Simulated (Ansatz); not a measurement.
**Which isomer of BClGeH5NO gives these data?**

These gas-phase data were calculated for one isomer of BClGeH5NO at r2SCAN-D4/def2-SVP (harmonic, unscaled wavenumbers; equilibrium rotational constants with average atomic masses):

| Item | Value |
| --- | --- |
| rotational constants | 4.442, 1.262, 0.9953 GHz |
| all wavenumbers above 1500 cm⁻¹ | 3881, 3602, 2173, 2169, 2164, 1508 |

Candidates:

(1) `NB(Cl)[O][GeH3]`, a singlet
(2) `NB[O][GeH2][Cl]`, a singlet
(3) `OB(Cl)[NH][GeH3]`, a singlet

Task: Assign the data to one candidate and say why.

Result: Candidate (3). No mode falls between 2350 and 2900 cm⁻¹, where the B–H stretch of (2) would stand. 1 mode lies between 3250 and 3800 cm⁻¹, one for each N–H bond, while (1) has 2.

The same quantities for all candidates:

|  | rotational constants (GHz) | wavenumbers above 1500 cm⁻¹ | E above the lowest, r2SCAN-D4/def2-SVP (kcal/mol) |
| --- | --- | --- | --- |
| (1) | 4.423, 1.327, 1.034 | 3741, 3621, 2189, 2183, 2172, 1588 | 0.0 |
| (2) | 3.304, 1.992, 1.315 | 3707, 3585, 2594, 2213, 2178, 1595 | 5.7 |
| (3) | 4.442, 1.262, 0.9953 | 3881, 3602, 2173, 2169, 2164, 1508 | 5.5 |

Harmonic stretches to hydrogen usually lie a few per cent above observed fundamentals. Each candidate is one conformer. Programs: Ansatz 0.2.0.
